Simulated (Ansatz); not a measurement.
Consider the substitution at a C–C bond: `FC([SiH3])CBr` + HCl → `FC([SiH3])Cl` + `CBr`.

Program: Ansatz. Geometries: PBE0-D4/def2-TZVP. ΔE: electronic, gas phase. CCSD(T)/CBS is the MP2 limit (def2-TZVPP, def2-QZVPP) plus CCSD(T) − MP2 in def2-TZVPP, frozen cores. This one scheme is used for every species. DFT in def2-TZVPP. For Br outer-core shells are correlated without core-valence functions, which leaves a few kJ/mol of doubt a bond. Scalar relativity is left out up to krypton. One conformer a species, not always the lowest.

`FC([SiH3])CBr`:

```xyz
11

F     0.262   -0.594   -1.718
C     0.449   -0.293   -0.373
Si    0.044    1.559   -0.127
C    -0.412   -1.178    0.476
Br    0.101   -3.055    0.368
H     1.507   -0.469   -0.143
H     0.343    1.925    1.283
H    -1.395    1.788   -0.410
H     0.887    2.357   -1.049
H    -0.329   -0.903    1.526
H    -1.455   -1.135    0.166
```

HCl:

```xyz
2

Cl    0.446   -0.161   -0.429
H    -0.446    0.161    0.429
```

`FC([SiH3])Cl`:

Z-matrix (Å, degrees):
```
C
Si 1 1.908
Cl 1 1.781 2 108.9
F 1 1.369 2 110.8 3 120.1
H 1 1.092 2 114.1 3 -117.9
H 2 1.482 1 107.7 3 61.8
H 2 1.481 1 108.1 3 -58.6
H 2 1.485 1 108.5 3 -178.9
```

`CBr`:

```xyz
5

C    -0.051   -0.028    0.176
Br    0.479    0.261   -1.660
H    -1.026   -0.506    0.172
H    -0.095    0.939    0.668
H     0.693   -0.667    0.643
```

Question: Is it downhill or uphill in electronic energy at CCSD(T)/CBS, and by how much? (Estimate.)

Answer: Ansatz gave: Uphill: ΔE = +0.30 eV.

Question: What do these levels give: PBE0, HF/def2-TZVPP, MP2/def2-TZVPP, CCSD(T)/def2-TZVPP, HF/def2-QZVPP, HF/CBS(def2)? (Estimate.)

Answer: Computed: PBE0 0.23, HF/def2-TZVPP 0.22, MP2/def2-TZVPP 0.32, CCSD(T)/def2-TZVPP 0.32, HF/def2-QZVPP 0.21, HF/CBS(def2) 0.21 eV.

Largest T1 diagnostic among the species: 0.011.

From PBE to PBE0 (25 % exact exchange), in def2-TZVPP and without D4, ΔE moves by +0.04 eV. In def2-TZVPP, CCSD(T) changes the Hartree–Fock value by +0.10 eV (the triples alone add −0.00 eV) and MP2 by +0.11 eV.
